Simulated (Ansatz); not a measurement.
Breaking a bond: Cr(O)2(Cl)2, SMILES [O]=[Cr](=[O])([Cl])[Cl] (Cl2CrO2). The Cr1–Cl5 bond (Cr1 also carries Cl, O, O; Cl5 carries nothing else) is stretched with both fragments frozen at the PBE0/def2-TZVP optimised geometry.

Calculation: unrestricted PBE0/def2-TZVP in Ansatz (a first-principles code).

**Question.** Relative to R = 2.11 Å, what are the energies at R = 2.04, 2.57, 2.76, 3.42 Å?

**Answer.** 1.0 kcal/mol at 2.04 Å, 23.3 kcal/mol at 2.57 Å, 36.7 kcal/mol at 2.76 Å, 64.3 kcal/mol at 3.42 Å.

The unrestricted determinant behind UKS-PBE0 is spin-contaminated at 3.08 to 6.09 Å (<S²> up to 1.0, against 0.00 for a pure singlet).
